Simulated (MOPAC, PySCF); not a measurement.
Stepwise substitution at one centre (In H-NH2). All species are isolated molecules in the gas phase. One relaxed conformer stands for each flexible species; it need not be the lowest. Strings in code marks are SMILES.

Quantity: redistribution energy (mixed species minus the weighted end members), in kcal/mol. Semi-empirical values (MOPAC) are differences of heats of formation.

Level 1: B3LYP/6-311+G** (LANL2DZ on In) // r2SCAN-D4/def2-TZVP (PySCF)
Level 2: BP86/6-31G* (LANL2DZ on In) // r2SCAN-D4/def2-TZVP (PySCF)
Level 3: frozen-core MP2/6-31G* (LANL2DZ on In) // r2SCAN-D4/def2-TZVP (PySCF)
Level 4: PM6 // r2SCAN-D4/def2-TZVP (MOPAC)

```
species                                        level 2  level 3  level 4
---------------------------------------------  -------  -------  -------
2 of 3 H replaced by NH2: `[InH]([NH2])[NH2]`    -3.40    -3.22    -0.05
1 of 3 H replaced by NH2: `[NH2][InH2]`          -4.80    -4.17     1.81
```

What does level 1 give for each?


- 2 of 3 H replaced by NH2: `[InH]([NH2])[NH2]`: -3.40
- 1 of 3 H replaced by NH2: `[NH2][InH2]`: -4.46
